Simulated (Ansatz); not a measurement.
Reactions of `C[NH][Zr]([F])([NH]C)[NH]C`.

Computed with Ansatz on PBE0-D4/def2-TZVP structures; ΔE is electronic, products minus reactants. CBS: MP2 limit from def2 TZ/QZ plus the TZ coupled-cluster correction, frozen cores. This one scheme is used for every species. def2 core potentials past Kr. For Ge, Zr outer-core shells are correlated without core-valence functions, which leaves a few kJ/mol of doubt a bond. Scalar relativity is left out up to krypton. Each species was taken in one conformer, which may not be the lowest.

(1) Order these by ΔE at CCSD(T)/CBS, lowest first. (Best estimate.)
A. `C[NH][Zr]([F])([NH]C)[NH]C` + H₂O → `C[NH][Zr]([OH])([NH]C)[NH]C` + H–F
B. `C[NH][Zr]([F])([NH]C)[NH]C` + CH₃NH₂ → `C[NH][Zr]([NH]C)([NH]C)[NH]C` + H–F
C. `C[NH][Zr]([F])([NH]C)[NH]C` + HCl → `C[NH][Zr]([Cl])([NH]C)[NH]C` + H–F
D. `C[NH][Zr]([F])([NH]C)[NH]C` + `CNC(S)S` → `C[NH][Zr]([NH]C)([NH]C)[NH]C` + `FC(S)S`
E. `C[NH][Zr]([F])([NH]C)[NH]C` + `C[N](C)[Ge][OH]` → `C[NH][Zr]([NH]C)([NH]C)[N](C)C` + `[OH][Ge][F]`

Largest T1 diagnostic: 0.016, for `C[NH][Zr]([F])([NH]C)[NH]C`.

Answers

(1) C (-7.8 kJ/mol), A (+53.8 kJ/mol), E (+63.6 kJ/mol), B (+121.9 kJ/mol), D (+164.5 kJ/mol).
